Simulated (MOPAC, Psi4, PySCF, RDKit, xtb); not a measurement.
Torsional profile of CH₇ClSi₂, SMILES C[SiH2][SiH2]Cl. Scanned: dihedral C1–Si2–Si3–Cl4; all other coordinates were relaxed at B3LYP-D3(BJ)/def2-SVP. Points at φ and −φ are mirror images.

Atom numbering (GFN2-xTB optimised geometry, Å):
```
11

C      1.7168    -0.2518     0.0141
Si     0.1898     0.8703     0.1684
Si    -1.7584    -0.3145    -0.2454
Cl    -1.9981    -1.8012     1.1197
H      1.6700    -1.0762     0.7209
H      2.6357     0.2946     0.2075
H      1.7934    -0.6790    -0.9824
H      0.2147     1.4869     1.5034
H      0.3226     1.9674    -0.8014
H     -2.9796     0.4890    -0.1566
H     -1.8069    -0.9854    -1.5480
```

- GFN1-xTB // B3LYP-D3(BJ)/def2-SVP (xtb)
- PM3, restricted, heats of formation // B3LYP-D3(BJ)/def2-SVP (MOPAC)
- AM1, restricted, heats of formation // B3LYP-D3(BJ)/def2-SVP (MOPAC)
- UFF // B3LYP-D3(BJ)/def2-SVP (RDKit)
- RKS-B3LYP/LANL2DZ = restricted B3LYP/LANL2DZ, with its core potentials past Ne // B3LYP-D3(BJ)/def2-SVP (PySCF)
- MP2/cc-pVTZ = Psi4 1.11 with DF-MP2 (frozen core)/cc-pVTZ // B3LYP-D3(BJ)/def2-SVP

Energies in kcal/mol, each method relative to its own lowest point.

```
φ / °  GFN1-xTB   PM3   AM1   UFF  RKS-B3LYP/LANL2DZ  MP2/cc-pVTZ
-----  --------  ----  ----  ----  -----------------  -----------
-150       0.27  0.19  0.16  0.70               0.73         0.99
-120       0.63  0.00  0.00  1.56               1.06         1.47
-90        0.64  0.00  0.26  0.61               0.55         0.76
-60        0.77  0.33  0.94  0.00               0.00         0.00
-30        1.05  0.23  0.57  0.83               0.07         0.35
0          1.08  0.35  0.42  1.66               0.51         0.78
30         1.05  0.23  0.57  0.83               0.07         0.35
60         0.77  0.33  0.94  0.00               0.00         0.00
90         0.64  0.00  0.26  0.61               0.55         0.76
120        0.63  0.00  0.00  1.56               1.06         1.47
150        0.27  0.19  0.16  0.70               0.73         0.99
180        0.00  0.27  0.26  0.00               0.30         0.50
```

Root-mean-square difference from the MP2/cc-pVTZ profile, itself a level with limits, after the best constant shift (kcal/mol): GFN1-xTB 0.64, PM3 0.57, AM1 0.76, UFF 0.37, RKS-B3LYP/LANL2DZ 0.12.
